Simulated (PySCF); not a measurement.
Computed shifts of a molecule C2H10GeSi, PBE0/pcSseg-1 (PySCF), GIAO, gas phase, equivalent atoms averaged, in ppm (number of nuclei): ²⁹Si: -32.6 (1). ¹³C: -1.4 (2). ¹H: 4.62 (1), 3.66 (3), 0.61 (6). References: ²⁹Si against TMS (σ = 352.7 ppm); ¹³C against TMS (σ = 186.3 ppm); ⁷³Ge against GeH4 (σ = 1658.3 ppm); ¹H against TMS (σ = 31.56 ppm), references at their B3LYP-D3(BJ)/def2-TZVP geometries, non-relativistic. Coordinates come from a PBE0-D3(BJ)/def2-SVP optimisation. The values are those of a single conformer.

**Question.** Which structure fits?
A) CC[SiH2][GeH3]
B) C[C@@H]([SiH3])[GeH3]
C) C[SiH](C)[GeH3]
D) [SiH3]C[CH2][GeH3]

**Answer.** C, C[SiH](C)[GeH3]
